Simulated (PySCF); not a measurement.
A PySCF script (with the pyscf-properties extension) for the NMR shieldings of SMILES [H]/N=C/[C@H]1CCC[O+]1[BH3-], C5H12BNO, on a PBE0-D3(BJ)/def2-SVP geometry:

```python
import basis_set_exchange as bse
import numpy as np
from pyscf import gto, dft
from pyscf.prop import nmr

atoms = """
B    -1.098916    2.063455    0.341287
O    -0.538868    0.547011    0.376283
C    -1.488952   -0.522962    0.215844
C    -0.628949   -1.709481   -0.157841
C     0.433388   -1.067638   -1.046839
C     0.677593    0.271112   -0.371587
C     1.808765    0.291640    0.621915
N     2.725700   -0.578274    0.587502
H    -0.142041    2.738637    0.690762
H    -1.431879    2.236608   -0.828248
H    -2.024401    2.054554    1.136211
H    -2.036272   -0.614137    1.162440
H    -2.191300   -0.237284   -0.584423
H    -1.203540   -2.495451   -0.666865
H    -0.166404   -2.149488    0.739305
H     1.368372   -1.641175   -1.097413
H     0.047078   -0.915002   -2.065162
H     0.800493    1.101693   -1.085265
H     1.751694    1.126786    1.343787
H     3.419433   -0.403948    1.319658
"""
names = dict.fromkeys(["B", "O", "C", "N", "H"], "pcSseg-1")
basis = {el: gto.basis.parse(bse.get_basis(n, elements=[el], fmt="nwchem")) for el, n in names.items()}
mol = gto.M(atom=atoms, basis=basis, charge=0, verbose=0)
mf = dft.RKS(mol, xc="GGA_XC_KT2")
mf.grids.level = 2
mf.grids.alignment = dft.numint.BLKSIZE   # the property module wants whole blocks of grid points
mf.conv_tol = 1e-9
mf.kernel()

calc = nmr.RKS(mf)   # GIAO
sigma = calc.kernel()   # uncoupled for a functional without exact exchange
for i, s in enumerate(sigma):   # ppm
    w = np.linalg.eigvalsh((s + s.T) / 2)
    print("%2d %-2s iso %8.1f  s11 %8.1f  s22 %8.1f  s33 %8.1f" % (i, mol.atom_pure_symbol(i), w.mean(), *w))
```

Q: Give the expected output.

A: 
```
 0 B  iso    102.5  s11     76.7  s22     82.2  s33    148.6
 1 O  iso    251.8  s11    143.9  s22    293.2  s33    318.4
 2 C  iso    103.5  s11     56.5  s22     93.3  s33    160.6
 3 C  iso    154.1  s11    130.1  s22    165.7  s33    166.5
 4 C  iso    157.8  s11    132.7  s22    161.9  s33    178.7
 5 C  iso     92.0  s11     54.4  s22     83.2  s33    138.5
 6 C  iso     17.3  s11    -84.5  s22     18.2  s33    118.1
 7 N  iso    -61.8  s11   -362.6  s22    -59.3  s33    236.4
 8 H  iso     27.8  s11     24.6  s22     25.3  s33     33.5
 9 H  iso     28.0  s11     24.7  s22     25.5  s33     33.9
10 H  iso     27.9  s11     25.0  s22     25.3  s33     33.5
11 H  iso     26.9  s11     22.9  s22     26.0  s33     32.0
12 H  iso     27.6  s11     22.9  s22     27.0  s33     32.9
13 H  iso     29.4  s11     25.2  s22     26.3  s33     36.8
14 H  iso     29.5  s11     25.4  s22     27.3  s33     35.7
15 H  iso     28.0  s11     23.1  s22     25.8  s33     35.1
16 H  iso     29.5  s11     25.0  s22     27.2  s33     36.3
17 H  iso     26.8  s11     23.3  s22     27.1  s33     30.0
18 H  iso     23.0  s11     19.8  s22     23.4  s33     25.6
19 H  iso     21.4  s11     15.7  s22     24.1  s33     24.3
```

These numbers come from an equivalent density-fitted implementation of the same equations, which agrees with the script to about 0.01 ppm for H and up to a few tenths of a ppm for heavy atoms, so last digits may differ.

Q: Turn these shieldings into chemical shifts. References, each an isolated molecule treated in the same way: BF3·OEt2 for 11B (σref 99.90); 17O (σref 330.66) vs H2O; TMS for 13C (σref 183.22), 1H (σref 31.18); NH3 for 15N (σref 264.30).

A: Averaging equivalent atoms: B 0: -2.6; O 1: 78.8; C 6: 165.9; C 5: 91.2; C 2: 79.7; C 3: 29.1; C 4: 25.5; N 7: 326.1; H 19: 9.81; H 18: 8.23; H 17: 4.40; H 11: 4.23; H 12: 3.56; H 8/9/10: 3.26; H 15: 3.20; H 13: 1.73; H 14: 1.72; H 16: 1.68 ppm. Experimental scales use liquid or dissolved standards, which lie at an offset from isolated NH3 (liquid NH3: subtract about 20 ppm) and H2O (liquid H2O: subtract about 36 ppm). Unscaled 15N shifts of sp2 nitrogen come out 20 to 40 ppm too high even then.

Size and cost of the density-fitted run: 196 basis functions, 34 s wall time on 1 thread of an Intel Xeon 6975P-C, shared host; peak memory 0.78 GiB.
